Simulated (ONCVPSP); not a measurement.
**niobium (Nb) ONCV: all-electron and pseudo phase curves**

* Element: Nb (Z = 41)
* Generator: ONCVPSP 4.0.1
* Type: optimised norm-conserving Vanderbilt (ONCV)
* Functional: PBEsol
* Relativity: scalar-relativistic
* Frozen core: [Ar] 3d10
* Valence charge: 13
* Reference configuration: 4s2 4p6 4d4 5s1
* Partial waves: 4s+5s: rc 1.55 bohr, ncon 4, nbas 8, qcut 5.5 1/bohr, 2 projectors; 4p: rc 1.85 bohr, ncon 5, nbas 8, qcut 5.6 1/bohr, 2 projectors, debl 3.9 Ha; 4d: rc 2.20 bohr, ncon 4, nbas 8, qcut 4.3 1/bohr, 2 projectors, debl 2.3 Ha; f scattering state at 0.31 Ha: rc 1.65 bohr, ncon 4, nbas 7, qcut 4.7 1/bohr, 2 projectors, debl 2.2 Ha
* Local potential: polynomial inside 1.35 bohr (lpopt 5, dvloc0 0 Ha)
* Core correction: Teter function, fcfact 4, rcfact 1.2

The phase is arctan(r·R′/R) of the radial function R(r), unwrapped; energies in Ha, scanned from -4 to 5 Ha. A pole is an energy at which the radial function vanishes at the test radius. The pseudo phase is shifted by a multiple of π to meet the all-electron one at the reference energy, and phase errors are pseudo minus all-electron; the curves can meet again beyond the range given. Levels narrower than the energy grid can be missing from the lists of poles.

**Question.** For each channel, where are the poles, and over which energies does the pseudopotential scatter like the atom?

**Answer.**

```csv
channel,radius (bohr),reference energy (Ha),"poles, all-electron","poles, pseudo",unbroken range about the reference energy with phases within 0.05 rad,phase error 1 Ha above the reference energy (rad)
s,1.57,-0.15,-1.06,-1.06,below 3.1,-0.000
p,1.88,-1.27,-0.71,-0.71,the whole range,-0.000
d,2.24,-0.11,"0.48, 4.84",0.48,the whole range,+0.002
f,1.68,0.31,3.45,3.45,the whole range,-0.000
```

Phases in the s channel:

| E (Ha) | all-electron | pseudo |
| --- | --- | --- |
| -3.98 | 0.942 | 0.942 |
| -3.74 | 0.820 | 0.820 |
| -3.50 | 0.630 | 0.630 |
| -3.26 | 0.323 | 0.322 |
| -3.02 | -0.130 | -0.130 |
| -2.78 | -0.607 | -0.607 |
| -2.54 | -0.951 | -0.951 |
| -2.30 | -1.167 | -1.167 |
| -2.06 | -1.305 | -1.305 |
| -1.82 | -1.399 | -1.399 |
| -1.58 | -1.468 | -1.468 |
| -1.34 | -1.521 | -1.521 |
| -1.10 | -1.564 | -1.564 |
| -0.86 | -1.601 | -1.601 |
| -0.62 | -1.634 | -1.634 |
| -0.38 | -1.665 | -1.665 |
| -0.14 | -1.694 | -1.694 |
| 0.10 | -1.723 | -1.723 |
| 0.34 | -1.752 | -1.752 |
| 0.58 | -1.784 | -1.784 |
| 0.82 | -1.818 | -1.818 |
| 1.06 | -1.856 | -1.856 |
| 1.30 | -1.901 | -1.901 |
| 1.54 | -1.954 | -1.955 |
| 1.78 | -2.020 | -2.022 |
| 2.02 | -2.105 | -2.109 |
| 2.26 | -2.219 | -2.225 |
| 2.50 | -2.375 | -2.388 |
| 2.74 | -2.594 | -2.619 |
| 2.98 | -2.889 | -2.932 |
| 3.22 | -3.238 | -3.296 |
| 3.46 | -3.570 | -3.633 |
| 3.70 | -3.831 | -3.890 |
| 3.94 | -4.019 | -4.072 |
| 4.18 | -4.153 | -4.201 |
| 4.42 | -4.250 | -4.295 |
| 4.66 | -4.324 | -4.366 |
| 4.90 | -4.380 | -4.423 |
